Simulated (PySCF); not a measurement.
C4H3ClF2, SMILES CC(Cl)=C=C(F)F. The structure is a stationary point at PBE-D3(BJ)/def2-SVP. This is a generated structure with no PubChem entry under its InChIKey; it may be hypothetical.

The numbers are results of PBE-D3(BJ)/def2-SVP run with PySCF, not measurements.

Harmonic wavenumbers (cm⁻¹): 85, 101, 131, 180, 279, 422, 424, 490, 578, 591, 608, 789, 992, 1015, 1071, 1236, 1329, 1385, 1388, 1484, 2053, 2976, 3059, 3098. Rotational constants (GHz): 3.829, 0.9967, 0.9259; symmetry number 1.

Problem. Work out the zero-point energy and the ideal-gas rigid-rotor harmonic-oscillator thermochemistry at 298.15 K and 1 atm.

Solution. ZPE = ½ Σ hcν = ½ × 25767 cm⁻¹ = 36.84 kcal/mol. H − E(el) = 42.18 kcal/mol. Entropy in cal/(mol K): translation 40.37, rotation 28.90, vibration 18.42, total 87.69. G − E(el) = 16.03 kcal/mol. Cp = 26.96 cal/(mol K). Modes under 150 cm⁻¹ make the vibrational entropy uncertain.
